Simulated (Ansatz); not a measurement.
## Molecular dynamics of Cl

input.yaml

```yaml
accuracy: low
crystal:
  lattice:
    - [7.91046, 0.0, 0.0]
    - [0.0, 7.91046, 0.0]
    - [0.0, 0.0, 7.91046]
  atoms:
    - { symbol: Cl, position: [0.64470416, 0.47314952, 0.96711919] }
    - { symbol: Cl, position: [0.66377948, 0.39724676, 0.72801527] }
    - { symbol: Cl, position: [0.8760317, 0.1967425, 0.25152506] }
    - { symbol: Cl, position: [0.99480948, 0.05746205, 0.07933494] }
    - { symbol: Cl, position: [0.74475275, 0.85214168, 0.48620833] }
    - { symbol: Cl, position: [0.61708777, 0.75039923, 0.29479464] }
    - { symbol: Cl, position: [0.40916543, 0.94964964, 0.80650031] }
    - { symbol: Cl, position: [0.31548371, 0.91122804, 0.57647743] }
    - { symbol: Cl, position: [0.2202298, 0.40078808, 0.58601262] }
    - { symbol: Cl, position: [0.28636142, 0.40605898, 0.34224998] }
    - { symbol: Cl, position: [0.08208687, 0.62590685, 1.09628074] }
    - { symbol: Cl, position: [0.05557944, 0.63472129, 0.84498808] }
basis:
  ecutwfc: 420.0
kpoints:
  mp_grid: { grid: [1, 1, 1] }
hamiltonian:
  xc: pbesol
scf:
  occupations: { method: fermi_dirac, width: 0.05 }
  lower_state_search: "off"
md:
  timestep: 2
  n_steps: 300
  ensemble: nvt_langevin
  temperature: 1500.0
  initial_velocities: maxwell_boltzmann
  seed: 578083
  friction: 0.02
```

Command:

```bash
$ ansatz run input.yaml --threads 1 --pin off --max-ram 3072MiB --backend cpu --events-out ev --progress --plain --runs-dir out
```

It starts from a partly relaxed structure (largest force component 0.16 eV/Å).

Output, in part (step lines):

```
md step     0: t =     0.00 fs  T =  1375.0 K  F+E_penalty+E_count = -12728.73179657 eV  E_kin = 2.132790 eV  (9 SCF iters)
md step     1: t =     2.00 fs  T =  1609.1 K  F+E_penalty+E_count = -12728.71612477 eV  E_kin = 2.495848 eV  (7 SCF iters)
md step     2: t =     4.00 fs  T =  1719.8 K  F+E_penalty+E_count = -12728.66654854 eV  E_kin = 2.667607 eV  (8 SCF iters)
md step     3: t =     6.00 fs  T =  1851.0 K  F+E_penalty+E_count = -12728.58729220 eV  E_kin = 2.871096 eV  (8 SCF iters)
md step     4: t =     8.00 fs  T =  1663.9 K  F+E_penalty+E_count = -12728.49526214 eV  E_kin = 2.580956 eV  (7 SCF iters)
md step     5: t =    10.00 fs  T =  1507.2 K  F+E_penalty+E_count = -12728.40606388 eV  E_kin = 2.337829 eV  (6 SCF iters)
md step     6: t =    12.00 fs  T =  1364.2 K  F+E_penalty+E_count = -12728.35463879 eV  E_kin = 2.116109 eV  (6 SCF iters)
md step     7: t =    14.00 fs  T =  1437.9 K  F+E_penalty+E_count = -12728.36730704 eV  E_kin = 2.230334 eV  (6 SCF iters)
[... lines left out ...]
md step   299: t =   598.00 fs  T =  2206.2 K  F+E_penalty+E_count = -12727.74484691 eV  E_kin = 3.422152 eV  (7 SCF iters)
md step   300: t =   600.00 fs  T =  2112.4 K  F+E_penalty+E_count = -12727.79544541 eV  E_kin = 3.276660 eV  (8 SCF iters)
```

The steps, from the saved trajectory:

```json
{"time (fs)": "0.0", "T (K)": "1375", "potential energy less start (eV)": "0.000"}
{"time (fs)": "20.0", "T (K)": "1778", "potential energy less start (eV)": "0.149"}
{"time (fs)": "40.0", "T (K)": "1307", "potential energy less start (eV)": "0.571"}
{"time (fs)": "60.0", "T (K)": "1167", "potential energy less start (eV)": "0.587"}
{"time (fs)": "80.0", "T (K)": "1428", "potential energy less start (eV)": "0.530"}
{"time (fs)": "100.0", "T (K)": "1077", "potential energy less start (eV)": "0.804"}
{"time (fs)": "120.0", "T (K)": "1561", "potential energy less start (eV)": "0.730"}
{"time (fs)": "140.0", "T (K)": "1340", "potential energy less start (eV)": "1.163"}
{"time (fs)": "160.0", "T (K)": "1806", "potential energy less start (eV)": "0.673"}
{"time (fs)": "180.0", "T (K)": "1675", "potential energy less start (eV)": "0.635"}
{"time (fs)": "200.0", "T (K)": "1453", "potential energy less start (eV)": "0.672"}
{"time (fs)": "220.0", "T (K)": "1520", "potential energy less start (eV)": "0.780"}
{"time (fs)": "240.0", "T (K)": "1875", "potential energy less start (eV)": "0.720"}
{"time (fs)": "260.0", "T (K)": "1387", "potential energy less start (eV)": "0.452"}
{"time (fs)": "280.0", "T (K)": "750", "potential energy less start (eV)": "0.817"}
{"time (fs)": "300.0", "T (K)": "1313", "potential energy less start (eV)": "0.191"}
{"time (fs)": "320.0", "T (K)": "929", "potential energy less start (eV)": "0.478"}
{"time (fs)": "340.0", "T (K)": "683", "potential energy less start (eV)": "0.027"}
{"time (fs)": "360.0", "T (K)": "1176", "potential energy less start (eV)": "0.391"}
{"time (fs)": "380.0", "T (K)": "1203", "potential energy less start (eV)": "0.059"}
{"time (fs)": "400.0", "T (K)": "1439", "potential energy less start (eV)": "0.316"}
{"time (fs)": "420.0", "T (K)": "943", "potential energy less start (eV)": "0.661"}
{"time (fs)": "440.0", "T (K)": "1484", "potential energy less start (eV)": "0.496"}
{"time (fs)": "460.0", "T (K)": "1775", "potential energy less start (eV)": "0.339"}
{"time (fs)": "480.0", "T (K)": "1263", "potential energy less start (eV)": "0.168"}
{"time (fs)": "500.0", "T (K)": "1230", "potential energy less start (eV)": "0.505"}
{"time (fs)": "520.0", "T (K)": "900", "potential energy less start (eV)": "0.503"}
{"time (fs)": "540.0", "T (K)": "1975", "potential energy less start (eV)": "0.299"}
{"time (fs)": "560.0", "T (K)": "1709", "potential energy less start (eV)": "0.638"}
{"time (fs)": "580.0", "T (K)": "1752", "potential energy less start (eV)": "1.061"}
{"time (fs)": "600.0", "T (K)": "2112", "potential energy less start (eV)": "0.936"}
```

All steps were run. The mean temperature of the second half is 11 % below the set value. A run of 0.6 ps of so small a system gives no equilibrium averages. Limits of this set-up: coarse k mesh, low accuracy level.

Mean squared displacements from the first frame to the last, about the centre of mass: Cl 2.22 Å².

Last frame:

```xyz
12
Lattice="7.9105 0.0000 0.0000 0.0000 7.9105 0.0000 0.0000 0.0000 7.9105" Properties=species:S:1:pos:R:3
Cl 5.547 3.285 7.225
Cl 3.954 3.158 5.972
Cl 7.692 1.783 -0.026
Cl 5.904 0.569 -0.560
Cl 6.429 7.016 2.170
Cl 5.872 5.157 1.900
Cl 4.102 8.053 4.940
Cl 3.822 6.122 4.398
Cl 1.186 1.735 5.203
Cl 2.006 2.306 3.441
Cl 0.823 6.476 8.310
Cl 0.778 5.102 6.841
```

Run time: 8.4 min on 1 thread of Arm Neoverse V2, on a shared host, peak memory 0.41 GiB.
